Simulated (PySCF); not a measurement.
These 2 structures share the formula C8H12BN. Computed with PBE0-D3(BJ)/def2-SVP geometry optimisation, gas phase in PySCF 2.14.0. One conformer each; no zero-point energy, no entropy. No frequencies were run at this level. Point groups hold within 0.08 Å.

**Question.** Rank from lowest to highest electronic energy at this level (kJ/mol).
A. `[BH:1]1[CH2:2][CH2:3][CH2:4][C@@H:5]1[n:6]1[cH:7][cH:8][cH:9][cH:10]1` with C4–C5–N6–C7 -85°, C5–B1–C2–C3 12°, B1–C2–C3–C4 -30°, C2–C3–C4–C5 38°, C3–C4–C5–N6 88°
B. `[BH3-:1][n+:2]1[cH:3][cH:4][cH:5][cH:6][c:7]1[CH:8]1[CH2:9][CH2:10]1` with C6–C7–C8–C9 -31°

**Answer.** A (0.0), B (16.3).

As drawn, the higher has a three-membered ring and a B–N bond, which the lower lacks.

| SMILES | E (Eh) | E rel (kJ/mol) | dipole (D) | point group | A, B, C (MHz) |
| --- | --- | --- | --- | --- | --- |
| B1CCC[C@@H]1n1cccc1 | -390.92258 | 0.0 | 2.38 | C1 | 3120, 931.5, 867.2 |
| [BH3-][n+]1ccccc1C1CC1 | -390.91638 | 16.3 | 6.09 | near Cs | 2256, 1129, 805.1 |

**Question.** How do the relative energies change in single points at PBE0/pcSseg-1 (no added dispersion term) on the same geometries?

**Answer.** 
```
                SMILES  PBE0-D3(BJ)/def2-SVP (kJ/mol)  PBE0/pcSseg-1 (kJ/mol)  shift
   B1CCC[C@@H]1n1cccc1                            0.0                     0.0    0.0
[BH3-][n+]1ccccc1C1CC1                           16.3                    16.1   -0.2
```

Each column counts from its own lowest isomer. The order is unchanged; the largest shift is 0.2 kJ/mol.

**Question.** As an exercise, what shares would exp(−E/RT) give at 500 K from these electronic energies alone (no entropy, no degeneracies)?

**Answer.** RT = 4.157 kJ/mol: B1CCC[C@@H]1n1cccc1 98.0 %, [BH3-][n+]1ccccc1C1CC1 2.0 %.
